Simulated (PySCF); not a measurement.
**Radial density of Tc²⁺ (technetium, charge +2)**

MN15, [Kr] 4d4 5s1, 5s spin antiparallel (an excited configuration). All numbers are calculated (PySCF 2.14, scalar relativity through the core potential, in aug-cc-pwCVQZ-PP with ECP28MDF). This is the valence pseudo-density: the core potential removes the inner electrons and smooths the orbitals near the nucleus.

```json
{"r (bohr)": "0.0153", "4πr²ρ (e/bohr)": "1.102e-05", "4πr²(ρα − ρβ)": "0.0000"}
{"r (bohr)": "0.0257", "4πr²ρ (e/bohr)": "2.474e-05", "4πr²(ρα − ρβ)": "0.0000"}
{"r (bohr)": "0.0433", "4πr²ρ (e/bohr)": "5.204e-05", "4πr²(ρα − ρβ)": "0.0000"}
{"r (bohr)": "0.0728", "4πr²ρ (e/bohr)": "0.0001260", "4πr²(ρα − ρβ)": "0.0000"}
{"r (bohr)": "0.122", "4πr²ρ (e/bohr)": "0.0005525", "4πr²(ρα − ρβ)": "0.0001"}
{"r (bohr)": "0.206", "4πr²ρ (e/bohr)": "0.005874", "4πr²(ρα − ρβ)": "0.0020"}
{"r (bohr)": "0.347", "4πr²ρ (e/bohr)": "0.1357", "4πr²(ρα − ρβ)": "0.0325"}
{"r (bohr)": "0.583", "4πr²ρ (e/bohr)": "3.138", "4πr²(ρα − ρβ)": "0.4362"}
{"r (bohr)": "0.981", "4πr²ρ (e/bohr)": "11.84", "4πr²(ρα − ρβ)": "2.3471"}
{"r (bohr)": "1.65", "4πr²ρ (e/bohr)": "5.255", "4πr²(ρα − ρβ)": "2.1793"}
{"r (bohr)": "2.77", "4πr²ρ (e/bohr)": "0.9113", "4πr²(ρα − ρβ)": "-0.0445"}
{"r (bohr)": "4.67", "4πr²ρ (e/bohr)": "0.06985", "4πr²(ρα − ρβ)": "-0.0571"}
{"r (bohr)": "7.85", "4πr²ρ (e/bohr)": "0.0001945", "4πr²(ρα − ρβ)": "-0.0002"}
```

Energies and moments cover only the electrons outside the core potential. With the s spin flipped the determinant is a mixture of two multiplicities, not a spectroscopic state.
